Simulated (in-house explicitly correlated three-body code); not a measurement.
Computed with an exponentially correlated three-body code. Model: two electrons around a point charge, non-relativistic, variational in 260 exponentially correlated functions (energies converged to about 1e-7 hartree, or 1e-8 relative for large Z).

Command:
```bash
python run_hyl.py task.json out
```
Settings (lengths in bohr, energies in hartree):
```
Z                      9
screening              3.6
interaction_strength   1
functions              260
states_tried           1
```

Cost of the run: 5.8 s on 1 thread of Intel(R) Xeon(R) Platinum 8375C CPU @ 2.90GHz (Ice Lake) (shared host).

**Ground state only, binding against the one-electron ion.**

Given: nuclear charge 9; Yukawa screening of all interactions 3.6 1/bohr.

Computed: one-electron threshold -16.0684628 hartree.

| term | energy (hartree) | binding (eV) |
| --- | --- | --- |
| 1 1S | -29.5755022 | 367.55 |

**Converged states only, values per electron or pair (inverse distances are <exp(-kr)/r>).**

```tsv
term	mean r (bohr)	mean r squared (bohr²)	mean inverse r (1/bohr)	mean r12 (bohr)	mean inverse r12 (1/bohr)	mean cosine	mean p1 dot p2 (bohr⁻²)	delta r1 (bohr⁻³)	delta r12 (bohr⁻³)
1 1S	0.19735	0.053778	5.26	0.29231	2.4362	-0.012746	0.76248	178.17	17.381
```

**Static dipole response.**

```csv
state,polarisability (bohr³)
1 1S,0.0030393
```
